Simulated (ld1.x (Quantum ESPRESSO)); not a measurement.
# Configuration tests for lead (TM semilocal)

```json
{
  "Element": "lead",
  "Generator": "ld1.x (Quantum ESPRESSO) 7.5",
  "Type": "norm-conserving Troullier–Martins (semilocal form)",
  "Functional": "PBE",
  "Relativity": "scalar-relativistic",
  "Frozen core": "[Xe] 4f14",
  "Valence charge": "14",
  "Reference configuration": "5d10 6s1 6p0 (charge +3)",
  "Partial waves": "6p (bound, empty): rc 2.20 bohr; 5d (bound): rc 1.55 bohr; 6s (bound): rc 2.00 bohr",
  "Local potential": "the s channel",
  "Core correction": "none"
}
```

Energies are relative to the spin-unpolarised reference configuration 5d10 6s1 6p0; without spin polarisation the order of configurations can differ from experiment.

```json
{"valence configuration": "5d10 6s2 6p1", "charge": "+1", "ΔE all-electron (eV)": "-45.854", "error AE − PS (meV)": "+72"}
{"valence configuration": "5d10 6s2 6p0", "charge": "+2", "ΔE all-electron (eV)": "-32.410", "error AE − PS (meV)": "+31"}
{"valence configuration": "5d10 6s0 6p0", "charge": "+4", "ΔE all-electron (eV)": "42.703", "error AE − PS (meV)": "+15"}
{"valence configuration": "5d10 6s1 6p3", "charge": "0", "ΔE all-electron (eV)": "-43.693", "error AE − PS (meV)": "+92"}
{"valence configuration": "5d10 6s0 6p4", "charge": "0", "ΔE all-electron (eV)": "-34.595", "error AE − PS (meV)": "+77"}
```

Problem. What are ΔE and the potential's error for 5d10 6s2 6p2?

Solution. ΔE = -52.430 eV all-electron; the error (AE − PS) is +105 meV.

Problem. What are ΔE and the potential's error for 5d10 6s2 6p2.3?

Solution. ΔE = -53.229 eV all-electron; the error (AE − PS) is +111 meV.

Levels in the configuration 5d10 6s0 6p0:

| level | all-electron (eV) | pseudo (eV) |
| --- | --- | --- |
| 5d | -61.668 | -61.579 |
